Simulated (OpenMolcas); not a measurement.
Tc5+ among 4 point charges of -2.5 e arranged as a tetrahedron (Td).

```yaml
Program: OpenMolcas
Method: CASSCF
Basis: ANO-RCC-VDZP [6s5p3d1f]
Scalar_Hamiltonian: DKH2, point nucleus
Active_space: 2 electrons in 5 orbitals (4d)
State_averaging: 2S+1 = 3 even, 10 roots; 2S+1 = 1 even, 15 roots
Spin-orbit_coupling: state interaction with AMFI integrals over the reference wave functions
```

All point charges move together. At R = 2.08 Å |10Dq| is 3164 cm-1, and at R = 2.25 Å it is 2233 cm-1.

**Question.** A third run gives 4471 cm-1. What distance was it run at?

**Answer.** With a power law R^-n the two known points give n = -ln(2233 / 3164) / ln(2.25 / 2.08) = 4.44. Then R = 2.08 × (3164 / 4471)^(1/4.44) = 1.924 Å. The run was at 1.92 Å, so the estimate is off by +0.004 Å.

Without dynamic correlation the repulsion within the d shell is too large (B by tens of per cent), so at a given field states of lower spin stand too high. Spin-orbit coupling mixes the spin-free states strongly: the lowest level takes only 68 % from its leading state, 3A2 (holds for R = 2.25). The ground term spreads over less than 5000 cm-1, several times less than with real ligands, so orbital moments are less quenched and χT lies further from the spin-only value than at real sites (holds for R = 2.25). Point charges carry no covalency, so the field is a model and not that of real ligands. No measured value stands beside these numbers.
